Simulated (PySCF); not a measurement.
## Electron correlation in Ge (germanium, neutral)

[Ar] 3d10 4s1 4p3, high-spin 5S determinant (an excited configuration). All numbers are calculated (PySCF 2.14, the spin-free X2C one-electron Hamiltonian (Gaussian nucleus), in x2c-QZVPPall (11s8p5d4f1g, 97 functions)). Frozen: [Ar] 3d10; 4 electrons correlated.

```tsv
level	correlation energy (mhartree)
CCSD	-25.32
(T)	-0.42
CCSD(T)	-25.74
```

Diagnostics: T1 = 0.0023, D1 = 0.0056, largest double amplitude 0.054.

Task: Is a single reference adequate?

Result: Yes, within this model without spin-orbit coupling: T1 lies below 0.03 and no double amplitude reaches 0.07.
